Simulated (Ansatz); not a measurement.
Input file for Ansatz (a quantum-chemistry and plane-wave program): R-SVWN5/def2-TZVPP on BGeH5O (SMILES O[BH][GeH3]), a point of a torsion scan.

Ansatz 0.2 input:
```yaml
crystal:
  periodic: [false, false, false]
  atoms:
    - {symbol: O, position_ang: [1.69245252, 0.61977694, -0.32830931]}
    - {symbol: B, position_ang: [0.89914905, -0.13454037, 0.43406332]}
    - {symbol: Ge, position_ang: [-1.09775350, 0.14724052, 0.26219299]}
    - {symbol: H, position_ang: [2.30827943, 0.24493854, -0.95253297]}
    - {symbol: H, position_ang: [1.31251307, -1.14190542, 0.90582342]}
    - {symbol: H, position_ang: [-1.57588971, -0.91522796, -0.68739861]}
    - {symbol: H, position_ang: [-1.57794223, 1.40335689, -0.39292992]}
    - {symbol: H, position_ang: [-2.03538694, -0.04157651, 1.41544375]}
basis:
  gaussian:
    orbitals: def2-TZVPP
hamiltonian:
  xc: {name: SVWN5}
scf: {lower_state_search: off}
```

**Question.** Give the final energy of this run.

**Answer.** -2176.1240 hartree.
